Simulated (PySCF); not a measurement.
Question: What does the PBE0-D3(BJ)/def2-SVP structure of `CC(C)OCS(=O)(=O)O` look like in three dimensions?

Answer: 
```
atom  x, y, z in Å
C1    -2.110   -1.164    0.001
C2    -0.995   -0.149   -0.095
C3    -1.381    1.216    0.442
O4     0.102   -0.732    0.628
C5     1.232   -0.002    0.834
S6     2.176    0.417   -0.666
O7     1.374    1.265   -1.524
O8     3.514    0.800   -0.247
O9     2.275   -1.016   -1.420
H10   -2.971   -0.847   -0.605
H11   -1.766   -2.142   -0.363
H12   -2.439   -1.280    1.046
H13   -0.689   -0.040   -1.150
H14   -0.602    1.967    0.244
H15   -1.585    1.172    1.523
H16   -2.293    1.564   -0.064
H17    1.933   -0.591    1.444
H18    1.083    0.984    1.314
H19    3.128   -1.412   -1.184
```

Orientation and origin are arbitrary. Atoms count from 1 in this order. The 2 C–O bonds span 1.361 Å (O4–C5, drawn single) to 1.437 Å (C2–O4, drawn single), a spread of 0.076 Å. O4 (ether oxygen) is bent (angle 119.5°). The O–S distances run from 1.448 Å (S6=O7, drawn double) to 1.622 Å (S6–O9, drawn single), a spread of 0.174 Å. Of the pairs four or more bonds apart, C3···H18 is among the closest relative to their van der Waals radii: 2.62 Å, 90 % of the sum of Bondi's values.

Bonds between heavy atoms (Å): C1–C2 1.512, C2–C3 1.517, C2–O4 1.437, O4–C5 1.361, C5–S6 1.822, S6=O7 1.448, S6=O8 1.453, S6–O9 1.622.

Computed, not measured: PBE0-D3(BJ)/def2-SVP geometry optimisation, gas phase in PySCF.

Point group: C1 (no symmetry element, even within 0.4 Å). No PBE0-D3(BJ)/def2-SVP frequencies stand behind this structure, so it isn't proved a minimum. The numbers are those of one conformer (C1–C2–O4–C5 -174°, C2–O4–C5–S6 -66°, O4–C5–S6–O7 64°, C5–S6–O9–H -96°).
